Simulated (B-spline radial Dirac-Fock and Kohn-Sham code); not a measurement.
f′ and f″ of Hg, 595 eV to 4.5109 keV

Model: the dispersion relation over Dirac-Hartree-Slater subshell photoionisation cross sections, with the Kissel-Pratt high-energy constant (isolated atom, no bound-bound lines or fine structure). Program: a radial atomic solver. The forward scattering factor is f₀ + f′ + i f″.

The run's input, task.json:

```json
{"items": [{
  "Z": 80,
  "q": 0,
  "cfg": [[1, 0, 2], [2, 0, 2], [2, 1, 6], [3, 0, 2], [3, 1, 6], [3, 2, 10], [4, 0, 2], [4, 1, 6], [4, 2, 10], [4, 3, 14], [5, 0, 2], [5, 1, 6], [5, 2, 10], [6, 0, 2]],
  "A": 202,
  "rrms": 5.4648,
  "do": "dispersion",
  "hv": [595.0, 699.3, 847.8, 1000.0, 1205.0, 1253.6, 1486.9, 1608.0, 1833.0, 2000.0, 2149.0, 2193.0, 2268.0, 2682.0, 2984.4, 3035.0, 3801.0, 4000.0, 4487.0, 4510.9, 5414.7, 5696.0, 6000.0, 6403.9, 6930.3, 7685.0, 8040.0, 8047.8, 9081.0, 9251.7, 11140.0, 11430.0, 12000.0, 12260.0, 15000.0, 17479.3, 19820.0, 22162.9, 23860.0, 24209.8, 30000.0, 33720.0, 40000.0, 63630.0],
  "edges": {"K": 83102.0, "L1": 14839.0, "L2": 14209.0, "L3": 12284.0, "M1": 3562.0, "M2": 3279.0, "M3": 2847.0, "M4": 2385.0, "M5": 2295.0, "N1": 802.2, "N2": 680.2, "N3": 576.6, "N4": 378.2, "N5": 358.8, "N6": 104.0, "N7": 99.9, "O1": 127.0, "O2": 83.1, "O3": 64.5}
}]}
```

Launch: `python xray2_run.py task.json out`

Edges near this range: M1 3562.0 eV, M2 3279.0 eV, M3 2847.0 eV, M4 2385.0 eV, M5 2295.0 eV, N1 802.2 eV, N2 680.2 eV, N3 576.6 eV.

```
hν (eV)  λ (Å)   f′ (e)  f″ (e)  tabulated f′  tabulated f″
    595  20.84  -42.072  30.468             –         29.74
  699.3  17.73  -36.314  28.779             –         27.60
  847.8  14.62  -31.166  26.021             –         24.80
   1000  12.40  -27.818  22.870        -27.51         22.02
   1205  10.29  -25.551  19.310        -25.41         18.17
 1253.6  9.890  -25.252  18.579        -25.22         17.44
 1486.9  8.338  -24.716  15.588        -24.74         14.62
   1608  7.710  -24.935  14.322        -25.06         13.36
   1833  6.764  -26.252  12.371        -26.52         11.53
   2000  6.199  -28.314  11.186        -28.59         10.41
   2149  5.769  -31.840  10.275        -32.46          9.61
   2193  5.654  -33.579  10.028        -34.29          9.41
   2268  5.467        ?       ?             ?             ?
   2682  4.623  -23.928  30.491        -25.33         30.20
 2984.4  4.154  -17.973  30.319        -18.39         30.07
   3035  4.085  -16.904  29.598        -17.26         29.33
   3801  3.262   -8.830  23.923         -8.97         23.15
   4000  3.100   -7.566  22.281         -7.72         21.53
   4487  2.763   -5.694  18.926         -5.79         18.32
 4510.9  2.749   -5.630  18.782         -5.74         18.18
```

**Question.** What are f′ and f″ at 2268 eV?

**Answer.** f′ = -38.774 and f″ = 9.629 electrons (tables: -41.63 and 9.30). By the optical theorem f″ corresponds to a photoabsorption cross section 2 rₑ λ f″ = 297000 b.

Tabulated f′: xraylib 4.2 anomalous scattering factors (Cullen et al., EPDL97); f″: Chantler's tables (J. Phys. Chem. Ref. Data 1995 and 2000). Both are theoretical tables.

Values without a named source are computed, but for edge energies of neutral atoms, which are taken from tables.
